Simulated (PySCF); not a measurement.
**Spectroscopy problems**

Theory: PBE0-D3(BJ)/def2-SVP geometry, GIAO PBE0/pcSseg-1 shieldings, in PySCF (no solvent model, relativity neglected, fast rotation and ring inversion assumed for equivalent nuclei, one computed conformer).

Chemical shifts δ = σref − σ; ¹H (31.27 ppm), ¹³C (184.41 ppm) against TMS, all at this level. Splittings of carbon signals by F and P are missing where no couplings were computed. Where no couplings were computed, multiplicities follow the n + 1 count of equivalent neighbours, and m marks all less simple cases (inequivalent or close neighbours, rings, F or P nearby). Carbons bonded to boron are broad in practice. Shifts are as computed. Against solution values, carbons near 30 ppm lie about +2 ppm off and those near 130 ppm about +5 ppm. Of 1309 compounds with measured shifts, 239 miss one by over three times the rms of a fit or turn the order of signals round; such compounds aren't used in these exercises. OH and NH positions are gas-phase values without hydrogen bonding to other molecules.

Q: C7H15P. ¹H NMR (400 MHz, computed): δ 1.41 (m, 3H), 1.27 (m, 1H), 1.12 (m, 3H), 1.10 (m, 1H), 1.06 (m, 3H), 0.88 (m, 1H), 0.34 (m, 1H), -0.40 (m, 2H). ¹³C{¹H} NMR (computed): δ 36.1, 23.8, 20.4, 18.3, 18.1, 14.8, -36.9. Identify the compound.

A: `C=[P@@]1(C(C)C)C[C@H]1C`. 7 carbon signals for 7 carbons: no two carbons are equivalent. Carbon types of the structure: 2 × CH, 2 × CH2, 3 × CH3, which accounts for all hydrogens. δC 23.8, 20.4: three-membered-ring carbon; carbons of three-membered rings are unusually shielded. δC 18.3, 18.1, 14.8: methyl carbon; a saturated carbon with 1 carbon neighbour and no heteroatom attached. δC -36.9: carbon double-bonded to a heavier main-group atom. δH 1.27, 1.10, 0.88: hydrogen on a three-membered-ring carbon; cyclopropane-type protons are shielded by the ring.

The data come from this structure; uniqueness wasn't tested.

Q: C7H13BO2. ¹H NMR (600 MHz, computed): δ 3.30 (br s, 2H), 2.66 (m, 1H), 1.82 (m, 1H), 1.77 (m, 1H), 1.22 (m, 1H), 1.09 (d, 3H), 0.50 (m, 1H), 0.36 (m, 1H), 0.33 (m, 1H), -0.10 (m, 1H). ¹³C{¹H} NMR (computed): δ 40.3, 36.4, 28.2, 23.9, 16.3, 14.1, 12.5. Give a structure.

A: `C[C@@H]1CC2(CC2)[C@H]1B(O)O`. 7 carbon signals for 7 carbons: no two carbons are equivalent. Carbon types of the structure: 1 × C, 2 × CH, 3 × CH2, 1 × CH3, leaving 2 H on heteroatoms. δC 23.9: methyl carbon; aliphatic region, no heteroatom directly attached. δH 3.30: hydrogen on an oxygen bonded to B; labile proton, position sensitive to the medium. δH 1.82, 1.77: hydrogen on an sp3 CH2 in a ring; far from electronegative atoms and π systems. δH 1.09: hydrogen on a methyl carbon; far from electronegative atoms and π systems.

This is the structure that produced the data.
